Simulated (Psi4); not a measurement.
Psi4 input (wB97X-D/6-31G*):

```
memory 1500 MB

molecule {
-1 1
B    -0.00000000   -0.00000000   -0.58802649
N     0.00000000    0.00000000    0.67320422
H    -0.00000000   -0.00000000   -1.77229711
symmetry c1
no_reorient
no_com
}

set {
  basis 6-31G*
  reference rks
  scf_type pk
  dft_radial_points 99
  dft_spherical_points 590
  e_convergence 1e-8
  d_convergence 1e-7
  maxiter 150
}

e = energy('wb97x-d')
print_out(f'\nFINAL {e:.10f} DIPOLE {variable("CURRENT DIPOLE")[0]:.6f} {variable("CURRENT DIPOLE")[1]:.6f} {variable("CURRENT DIPOLE")[2]:.6f}\n')
```

What final total energy does it give?

-80.13819 Eh.
